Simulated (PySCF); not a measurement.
# Polarisability and C₆ of Ca (calcium, neutral)

[Ar] 4s2, closed-shell 1S. All numbers are calculated (PySCF 2.14, no relativity, point nucleus, in an uncontracted even-tempered set (22 s from 0.0056 bohr⁻², ratio 2.5; 16 p from 0.0073 bohr⁻², ratio 2.5; 6 d from 0.11 bohr⁻², ratio 2.7; 6 f from 0.16 bohr⁻², ratio 2.7)). Coupled (time-dependent) response in atomic units; α is the mean over directions.

```json
{"method": "UHF", "mean α (bohr³)": "185.3", "C₆ (like pair)": "2767", "S(−4)": "17040"}
{"method": "PBE0", "mean α (bohr³)": "164.4", "C₆ (like pair)": "2315", "S(−4)": "13430"}
```

S(−4) is the Cauchy moment in α(ω) = α(0) + S(−4) ω² + …

Reference α: 160.8 ± 4 bohr³ (recommended; Schwerdtfeger and Nagle, table of static dipole polarizabilities (2023 update)). Published C₆: 2163 (Chu and Dalgarno (2004); Tang, Norbeck and Certain (1976)).

Hartree-Fock lies above the reference because it lacks correlation, which contracts the outer shell.

α(iu) at UHF:

```
u (hartree)  α(iu) (bohr³)
          0          185.3
     0.0500          150.9
      0.100          97.67
      0.200          42.15
      0.300          22.88
      0.500          10.55
      0.750          5.972
       1.00          4.063
       1.50          2.330
       2.00          1.525
       3.00         0.8015
       5.00         0.3410
```
